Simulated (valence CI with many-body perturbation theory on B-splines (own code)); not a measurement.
Energy levels of Pt LV

Calculated by valence CI with perturbative core correlation (CI+MBPT): six valence electrons over a frozen Dirac-Fock core [Ar], a basis of 7 s, 7 p, 8 d, 6 f, 4 g, 1 h functions for each j, with the one-electron correlation potential Σ1 (screened to all orders), the two-electron term Σ2, the three-electron term Σ3, Breit, model QED; selected single and double excitations, second order for the rest, scaled by the run's own slope (own B-spline code, finite nucleus).

No measured spectrum was set against this ion. As an estimate, large intervals hold to a few tenths of a per cent, small ones and those within an open d or f shell to about a per cent. Core correlation moves these levels by up to 18000 cm⁻¹, and in measured spectra 5 to 20 % of such shifts remained as error; rates that hang on mixing are uncertain with them. Among the levels kept, up to 1100 cm⁻¹ of a level comes from second order outside the variational space, and about a tenth of that is noise between levels of different J, which matters for small intervals. The list stops below the first excitations out of the core. Only levels of the ground parity were solved; by the run's estimate the other parity begins above the list, which can be wrong where configurations are misplaced.

Levels 1 to 30 of 30, with energies above the lowest level, (3d3/2^4 3d5/2^2) J=4. "Leading %" is the weight of the configuration and term that name the level; weights of strongly mixed levels are sums over their largest components and can fall short, and the name can then belong to a minority configuration. In the jj column 3d3/2^4 stands for four electrons in 3d with j = 3/2. Lifetimes count E1, E2, E3, M1 and M2 decay at the calculated energies, and are blank where another channel may lead or the interval is too uncertain; long ones can be off by a factor of two.

| No. | Configuration | Term | J | E (cm⁻¹) | Leading % | Second component | Lifetime | Leading jj |
| --- | --- | --- | --- | --- | --- | --- | --- | --- |
| 1 | 3d⁶ | ³F | 4 | 0 | 42 | 28 % 3d⁶ ⁵D |  | 3d3/2^4 3d5/2^2 (98 %) |
| 2 | 3d⁶ | ³P | 2 | 68296 | 38 | 22 % 3d⁶ ³D | 38.8 s | 3d3/2^4 3d5/2^2 (98 %) |
| 3 | 3d⁶ | ³P | 0 | 230180 | 56 | 31 % 3d⁶ ¹S | 142 ms | 3d3/2^4 3d5/2^2 (95 %) |
| 4 | 3d⁶ | ⁵D | 3 | 667340 | 59 | 26 % 3d⁶ ³F | 131 ns | 3d3/2^3 3d5/2^3 (98 %) |
| 5 | 3d⁶ | ⁵D | 4 | 675940 | 46 | 23 % 3d⁶ ³H | 149 ns | 3d3/2^3 3d5/2^3 (98 %) |
| 6 | 3d⁶ | ⁵D | 1 | 710400 | 45 | 32 % 3d⁶ ³P | 117 ns | 3d3/2^3 3d5/2^3 (98 %) |
| 7 | 3d⁶ | ³H | 6 | 741440 | 65 | 35 % 3d⁶ ¹I | 9.62 ms | 3d3/2^3 3d5/2^3 (100 %) |
| 8 | 3d⁶ | ³G | 5 | 742920 | 62 | 38 % 3d⁶ ³H | 689 ns | 3d3/2^3 3d5/2^3 (100 %) |
| 9 | 3d⁶ | ³F | 2 | 804790 | 47 | 24 % 3d⁶ ³P | 228 ns | 3d3/2^3 3d5/2^3 (98 %) |
| 10 | 3d⁶ | ³D | 3 | 817510 | 33 | 25 % 3d⁶ ³G | 365 ns | 3d3/2^3 3d5/2^3 (99 %) |
| 11 | 3d⁶ | ³P | 0 | 894700 | 63 | 32 % 3d⁶ ¹S |  | 3d3/2^3 3d5/2^3 (93 %) |
| 12 | 3d⁶ | ¹G | 4 | 937520 | 46 | 25 % 3d⁶ ³G | 8.45 μs | 3d3/2^3 3d5/2^3 (98 %) |
| 13 | 3d⁶ | ³P | 1 | 946170 | 68 | 26 % 3d⁶ ³D | 300 ns | 3d3/2^3 3d5/2^3 (98 %) |
| 14 | 3d⁶ | ³D | 2 | 947420 | 30 | 23 % 3d⁶ ¹D | 1.37 μs | 3d3/2^3 3d5/2^3 (95 %) |
| 15 | 3d⁶ | ³F | 3 | 958000 | 57 | 37 % 3d⁶ ¹F | 532 ns | 3d3/2^3 3d5/2^3 (100 %) |
| 16 | 3d⁶ | ⁵D | 2 | 1381000 | 65 | 24 % 3d⁶ ³P | 62.8 ns | 3d3/2^2 3d5/2^4 (98 %) |
| 17 | 3d⁶ | ⁵D | 0 | 1406300 | 65 | 34 % 3d⁶ ¹S | 56.4 ns | 3d3/2^2 3d5/2^4 (98 %) |
| 18 | 3d⁶ | ³H | 4 | 1430300 | 42 | 35 % 3d⁶ ³F | 79.4 ns | 3d3/2^2 3d5/2^4 (99 %) |
| 19 | 3d⁶ | ⁵D | 3 | 1458400 | 33 | 21 % 3d⁶ ³D | 84.5 ns | 3d3/2^2 3d5/2^4 (97 %) |
| 20 | 3d⁶ | ³H | 5 | 1465900 | 62 | 38 % 3d⁶ ³G | 137 ns | 3d3/2^2 3d5/2^4 (100 %) |
| 21 | 3d⁶ | ¹I | 6 | 1492400 | 65 | 35 % 3d⁶ ³H | 236 ns | 3d3/2^2 3d5/2^4 (100 %) |
| 22 | 3d⁶ | ³F | 3 | 1526800 | 42 | 39 % 3d⁶ ³G | 123 ns | 3d3/2^2 3d5/2^4 (99 %) |
| 23 | 3d⁶ | ³D | 1 | 1545200 | 51 | 40 % 3d⁶ ³P | 101 ns | 3d3/2^2 3d5/2^4 (97 %) |
| 24 | 3d⁶ | ¹G | 4 | 1560400 | 50 | 34 % 3d⁶ ³G | 166 ns | 3d3/2^2 3d5/2^4 (98 %) |
| 25 | 3d⁶ | ³F | 2 | 1574100 | 35 | 32 % 3d⁶ ³P | 143 ns | 3d3/2^2 3d5/2^4 (98 %) |
| 26 | 3d⁶ | ³F | 2 | 1676100 | 66 | 20 % 3d⁶ ³P | 92.2 ns | 3d3/2^2 3d5/2^4 (99 %) |
| 27 | 3d⁶ | ³F | 4 | 1716500 | 62 | 33 % 3d⁶ ¹G | 148 ns | 3d3/2^2 3d5/2^4 (99 %) |
| 28 | 3d⁶ | ¹D | 2 | 1867000 | 77 | 10 % 3d⁶ ³P | 162 ns | 3d3/2^2 3d5/2^4 (98 %) |
| 29 | 3d⁶ | ¹S | 0 | 2023000 | 79 | 19 % 3d⁶ ³P | 118 ns | 3d3/2^2 3d5/2^4 (96 %) |
| 30 | 3d⁶ | ³P | 1 | 2151300 | 59 | 41 % 3d⁶ ⁵D | 39.1 ns | 3d3/2 3d5/2^5 (99 %) |

The ionisation energy to 3d⁵ ²D5/2 of the next ion comes out as 5270.5 eV (NIST: 5270 ± 5 eV (theoretical)). All 30 levels together are meant to be complete up to 2223600 cm⁻¹.
